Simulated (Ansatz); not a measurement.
Basis sets compared for Zr3O4⁺ (the lowest doublet isomer of a short search). Charge 1, multiplicity 2. Geometry PBE0-D4/def2-SVP. Ansatz on 4 threads of Arm Neoverse V1 on a shared host; times are rough, and most runs start from earlier orbitals.

```xyz
7

Zr   -0.6101   -1.0376    0.9759
Zr   -0.2929    1.8795    0.2970
Zr    0.8455   -0.4658   -1.2134
O    -1.1458    0.7276    1.6282
O     0.7984    1.4892   -1.2786
O    -0.8827   -1.3495   -0.9394
O     1.2876   -1.2434    0.5302
```

In the def2 sets Zr takes a core potential; there is no spin–orbit coupling. No other spin state of charge 1 was run. The structure comes from a short search, and lower isomers may exist.

```
           level  functions  energy (Eh)  HOMO (eV)  LUMO (eV)  wall time
 PBE-D4/def2-SVP        149    -441.7265      -8.16      -7.30      5.5 s
PBE0-D4/def2-SVP        149    -441.6037      -9.15      -6.17      9.5 s
```

**Question.** Estimate the rows for PBE-D4/def2-TZVP (with forces), PBE0-D4/def2-TZVP.

**Answer.** 
| level | functions | energy (Eh) | HOMO (eV) | LUMO (eV) | wall time |
| --- | --- | --- | --- | --- | --- |
| PBE-D4/def2-TZVP (with forces) | 244 | -442.1159 | -8.18 | -7.31 | 9 s |
| PBE0-D4/def2-TZVP | 244 | -441.9944 | -9.14 | -6.16 | 20 s |
